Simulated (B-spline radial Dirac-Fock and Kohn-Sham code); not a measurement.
# Electron-impact ionisation of Pm

System: the free promethium atom, configuration 1s2 2s2 2p6 3s2 3p6 3d10 4s2 4p6 4d10 4f5 5s2 5p6 6s2.

Input file task.json (cfg lists n, l and occupation; rrms is the nuclear radius in fm):

```json
{"items": [{
  "Z": 61,
  "q": 0,
  "cfg": [[1, 0, 2], [2, 0, 2], [2, 1, 6], [3, 0, 2], [3, 1, 6], [3, 2, 10], [4, 0, 2], [4, 1, 6], [4, 2, 10], [4, 3, 5], [5, 0, 2], [5, 1, 6], [6, 0, 2]],
  "A": 145,
  "rrms": 4.962,
  "do": "impact",
  "T": [10.0, 15.0, 20.0, 30.0, 40.0, 50.0, 70.0, 100.0, 150.0, 200.0, 300.0, 500.0, 1000.0, 2000.0, 3000.0, 5000.0, 10000.0, 15000.0, 20000.0, 30000.0, 50000.0, 100000.0, 200000.0, 300000.0, 1000000.0],
  "ie": 5.5819,
  "edges": {"K": 45184.0, "L1": 7428.0, "L2": 7013.0, "L3": 6459.0, "M1": 1650.0, "M2": 1471.4, "M3": 1357.0, "M4": 1052.0, "M5": 1027.0, "N1": 331.0, "N2": 242.0, "N3": 242.0}
}]}
```

Command: `python xray2_run.py task.json out`

Model: the relativistic binary-encounter-Bethe (RBEB) model with Dirac-Fock orbital kinetic energies; direct ionisation only. Program: an atomic code on a B-spline grid. For shells bound by less than 100 eV the term U + B of the denominator is divided by n when n is 3 or more, and by 2 for n = 1, 2 in singly charged ions. Excitation-autoionisation and multiple ionisation are left out; it is a semi-empirical estimate, least reliable for totals near the maximum.

Orbital inputs (open shells are filled statistically over j, and the NIST value is set on the highest orbital of the configuration average):

```
subshell     N   B (eV)             source of B   U (eV)
      1s     2  45184.0          tabulated edge  58496.9
      2s     2   7428.0          tabulated edge  13120.5
   2p1/2     2   7013.0          tabulated edge  13038.7
   2p3/2     4   6459.0          tabulated edge  10999.4
      3s     2   1650.0          tabulated edge   3996.7
   3p1/2     2   1471.4          tabulated edge   3891.2
   3p3/2     4   1357.0          tabulated edge   3423.8
   3d3/2     4   1052.0          tabulated edge   3263.9
   3d5/2     6   1027.0          tabulated edge   3153.3
      4s     2    331.0          tabulated edge   1190.6
   4p1/2     2    242.0          tabulated edge   1103.9
   4p3/2     4    242.0          tabulated edge    984.5
   4d3/2     4    144.0           Dirac-Fock −ε    812.9
   4d5/2     6    139.4           Dirac-Fock −ε    784.7
   4f5/2  2.14    10.86           Dirac-Fock −ε    427.6
   4f7/2  2.86    10.40           Dirac-Fock −ε    419.2
      5s     2    52.20           Dirac-Fock −ε    229.5
   5p1/2     2    31.00           Dirac-Fock −ε    181.5
   5p3/2     4    27.50           Dirac-Fock −ε    157.1
      6s     2     5.58  NIST ionisation energy    19.22
```

Inner-shell cross sections in barn (the model is not trusted for the total of d- and f-block atoms):

```
T (eV)      K   L1   L2    L3     M4     M5
  2000      –    –    –     –  19000  31200
  3000      –    –    –     –  28400  45500
  5000      –    –    –     –  33700  53400
 10000      –  112  148   451  31400  49200
 15000      –  264  310   817  27300  42500
 20000      –  341  389   981  23900  37200
 30000      –  399  445  1080  19300  29900
 50000  0.920  403  443  1040  14300  22200
100000   8.67  346  376   863   9500  14700
200000   13.6  282  305   688   6650  10300
300000   15.3  256  275   618   5670   8750
 1e+06   20.6  235  252   560   4640   7150
```

Values without a named source are computed, but for edge energies of neutral atoms, which are taken from tables.
